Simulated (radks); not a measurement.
Values are calculated unless marked as measured or tabulated.
Question: The cerium ion Ce+, configuration [Xe] 4f1 5d2 (the NIST ground configuration). Level of theory: Dirac Kohn-Sham, BLYP, spin-unpolarised, spherical densities, finite nucleus; open shells fill j = l - 1/2 first; Fermi nuclear charge, rms radius 4.8771 fm (a radial shooting solver on a logarithmic mesh with Libxc functionals). Some entries of the table are withheld. Estimate them.

orbital  occ.  eigenvalue (eV)  r(max) (bohr)  <r> (bohr)
1s1/2       2        -40240.20        0.01574     0.02457
2s1/2       2        -6443.434        0.08922      0.1047
2p1/2       2        -6084.476        0.06797         (1)
2p3/2       4        -5637.696        0.07323         (2)
3s1/2       2        -1390.010         0.2549      0.2783
3p1/2       2        -1237.889         0.2416      0.2681
3p3/2       4        -1150.115         0.2530      0.2803
3d3/2       4        -883.8772         0.2033      0.2514
3d5/2       6        -865.0255         0.2065      0.2552
4s1/2       2        -283.9394         0.5933      0.6373
4p1/2       2        -227.4461            (3)      0.6561
4p3/2       4        -208.5616            (4)      0.6834
4d3/2       4              (5)         0.6478      0.7389
4d5/2       6              (6)         0.6558      0.7486
5s1/2       2         -44.1759          1.372       1.522
5p1/2       2         -28.8424            (7)       1.714
5p3/2       4         -26.1208            (8)       1.799
4f5/2       1          -9.1682         0.7062       1.110
4f7/2       0          -8.8390         0.7110       1.123
6s1/2       0              (9)          3.618       4.110
5d3/2       2          -7.2036          2.183       2.857
5d5/2       0          -7.0034          2.224       2.914
6p1/2       0          -5.0259          4.429       5.078
6p3/2       0          -4.7648          4.631       5.292

Answer: 
(1) 2p1/2 <r> (bohr): 0.08794
(2) 2p3/2 <r> (bohr): 0.09414
(3) 4p1/2 r(max) (bohr): 0.6026
(4) 4p3/2 r(max) (bohr): 0.6270
(5) 4d3/2 eigenvalue (eV): -115.7850
(6) 4d5/2 eigenvalue (eV): -112.4778
(7) 5p1/2 r(max) (bohr): 1.501
(8) 5p3/2 r(max) (bohr): 1.570
(9) 6s1/2 eigenvalue (eV): -7.6706
